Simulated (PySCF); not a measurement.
Computed IR spectrum (relative IR intensity) of a molecule C3H7BO2. Geometry optimised at B3LYP-D3(BJ)/def2-SVP. Other conformers were not sampled. Level of theory: B3LYP-D3(BJ)/def2-SVP in PySCF. Harmonic, unscaled wavenumbers; measured fundamentals usually lie a few per cent lower.

```
ν (cm⁻¹)  relative intensity
--------  ------------------
146                       12
248                      100
404                      2.5
641                      3.4
672                      3.5
814                      3.1
836                      9.0
956                       22
964                       36
968                       47
1049                      49
1092                      60
1154                      26
1204                      30
1259                      29
1323                      91
1381                      39
1406                      49
1428                      69
1456                      18
1501                      13
2915                      47
3026                      20
3053                      49
3078                     3.6
3116                      13
3136                      12
3810                      30
```

### Question
Which molecule gave these data?
A) OCB1CCO1
B) C=C(C)B(O)O
C) C[C@H]1CB(O)O1
D) CB1OC[C@H]1O

### Answer
A, OCB1CCO1
